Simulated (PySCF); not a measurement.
Computed properties of CH11N3Si2, SMILES C[Si@H](N)[SiH](N)N

CH₁₁N₃Si₂, SMILES C[Si@H](N)[SiH](N)N. Geometry optimised at B3LYP-D3(BJ)/def2-SVP. The structure was generated by enumeration; whether it is a known compound was not checked. Other conformers were not sampled. All values are computed for the isolated molecule unless a solvent is named; none is compared with measurement here.

**Structure.** All 45 harmonic modes at B3LYP-D3(BJ)/def2-SVP (PySCF) are real, so it is a minimum. With heavy atoms numbered as in [CH3:1][Si@H:2]([NH2:3])[SiH:4]([NH2:5])[NH2:6], the shortest bond between them is Si4–N6 at 1.738 Å and the longest Si2–Si4 at 2.361 Å.

**Vibrations.** The strongest infrared lines (harmonic, unscaled, degenerate partners summed) lie at 873 cm⁻¹ (204 km/mol, H 68 %, N 17 %, Si 14 %), 2179 cm⁻¹ (194 km/mol, H 97 %), 2147 cm⁻¹ (180 km/mol, H 97 %). The softest mode is at 42 cm⁻¹ and the zero-point energy is 83.3 kcal/mol.

**Electronic structure.** PBE0/def2-TZVP (PySCF) places the frontier levels at -6.54 and 0.24 eV, a gap of 6.78 eV, and gives a dipole moment of 1.51 D. PBE/def2-TZVP (PySCF) at the same geometry gives -5.30 and -0.58 eV, so its gap is 2.06 eV narrower. An orbital gap is neither the optical nor the fundamental gap.

**Excitations.** TDA-M06-2X/def2-SVPD (PySCF) has S1 at 5.78 eV (215 nm, f = 0.018, weak); the most intense of the 6 singlets computed lies at 6.39 eV (f = 0.05). T1 (TDA) is at 5.37 eV, 0.41 eV under S1. TDA-PBE/def2-SVPD (PySCF) puts S1 at 4.82 eV. No vertical singlet excitation falls in the visible range (under 3.1 eV).

**NMR.** GIAO shifts at PBE0/pcSseg-1 (PySCF) (non-relativistic, atoms alike by connectivity averaged): ¹³C at 4.7 ppm against TMS; ¹H from 0.4 to 5.4 ppm against TMS; ²⁹Si from -31.5 to -30.8 ppm against TMS.

**Solvation.** SMD-ωB97X/6-31G* (PySCF) gives -3.1 kcal/mol in water, -6.9 kcal/mol in methanol, -5.0 kcal/mol in dimethylsulfoxide (1 M in both phases, gas-phase geometry); of these solvents methanol holds the molecule best.
